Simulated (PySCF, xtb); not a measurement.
C3H5NOSi, SMILES O([SiH2]C=C)C#N. Other conformers were not sampled.

Harmonic wavenumbers (cm⁻¹) from GFN2-xTB (xtb) at its own minimum, in rising order: 51, 81, 82, 166, 364, 395, 486, 493, 575, 596, 641, 700, 780, 786, 926, 1008, 1031, 1252, 1280, 1414, 1662, 2262, 2289, 2465, 3043, 3082, 3108.

Q: What does PBE-D3(BJ)/def2-SVP (PySCF 2.14.0) give at its own minimum? (The exact figures need the calculation; the answer reports its results.)

A: 34, 88, 102, 171, 381, 391, 484, 493, 638, 649, 683, 692, 850, 933, 960, 978, 996, 1179, 1231, 1372, 1621, 2186, 2192, 2317, 3061, 3073, 3160. Paired by order, the mean absolute difference is 43 cm⁻¹ and the zero-point energies are 44.3 and 44.2 kcal/mol.
